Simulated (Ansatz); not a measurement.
[Sm(NH3)6]3+ (SmN₆H₁₈³⁺). The state is a sextet with charge 3. Geometry PBE-D4/def2-SVP, basis def2-TZVP, Ansatz.

| run | HOMO (eV) | LUMO (eV) |
| --- | --- | --- |
| A | -20.74 | -16.79 |
| B | -21.01 | -16.34 |
| C | -18.78 | -18.10 |
| D | -19.52 | -17.87 |

In the def2 sets Sm takes a core potential; there is no spin–orbit coupling. B3LYP takes the VWN-RPA correlation. With an open 4f shell the SCF may have ended on a state above the lowest.

HOMO and LUMO are taken over both spins.

Problem. The runs used B3LYP, PBE, PBE0, r2SCAN. Estimate which is which.

Solution. A B3LYP (20 % exact exchange); B PBE0 (25 % exact exchange); C PBE (0 % exact exchange); D r2SCAN (0 % exact exchange). Exact exchange lowers occupied and raises empty levels; among semilocal functionals meta-GGAs tend to open the gap a little, and such runs are hard to tell apart. The gap grows from 0.68 eV (PBE) to 4.67 eV (PBE0).
